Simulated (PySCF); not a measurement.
PySCF 2.14 output of an unrestricted MN15 calculation on a single atom or ion in aug-cc-pVTZ with one added diffuse shell each of s, p, d, f, g type (9s8p6d4f3g, 118 functions), with no relativity, point nucleus:

```
SCF conv_tol = 1e-09
number electrons alpha = 15  beta = 10
    H. S. Yu, X. He, S. L. Li, and D. G. Truhlar.,  Chem. Sci. 7, 5032-5051 (2016)
    H. S. Yu, X. He, S. L. Li, and D. G. Truhlar.,  Chem. Sci. 7, 5032-5051 (2016)
cycle= 1 E= -1381.74467035278  delta_E= -0.0377  |g|= 0.0327  |ddm|= 2.11
cycle= 2 E= -1381.74483705543  delta_E= -0.000167  |g|= 0.018  |ddm|= 0.144
cycle= 3 E= -1381.74487766956  delta_E= -4.06e-05  |g|= 0.00744  |ddm|= 0.0463
cycle= 4 E= -1381.74488571852  delta_E= -8.05e-06  |g|= 0.00035  |ddm|= 0.0189
cycle= 5 E= -1381.74488583936  delta_E= -1.21e-07  |g|= 4.8e-05  |ddm|= 0.00265
cycle= 6 E= -1381.74488584098  delta_E= -1.62e-09  |g|= 2.1e-06  |ddm|= 0.000298
cycle= 7 E= -1381.74488584098  delta_E= -3.87e-12  |g|= 1.62e-07  |ddm|= 7.8e-06
converged SCF energy = -1381.74488584098  <S^2> = 8.7508761  2S+1 = 6.000292
```

The run itself started from symmetry-adapted Hartree-Fock orbitals and held the occupation by maximum overlap, on a logarithmic radial grid, so the iterations belong to that start.

Q: Which element, charge and spin multiplicity is this?

A: Co²⁺ (cobalt, charge +2), multiplicity 6; the state was [Ar] 3d6 4s1, high-spin 6D determinant (an excited configuration).
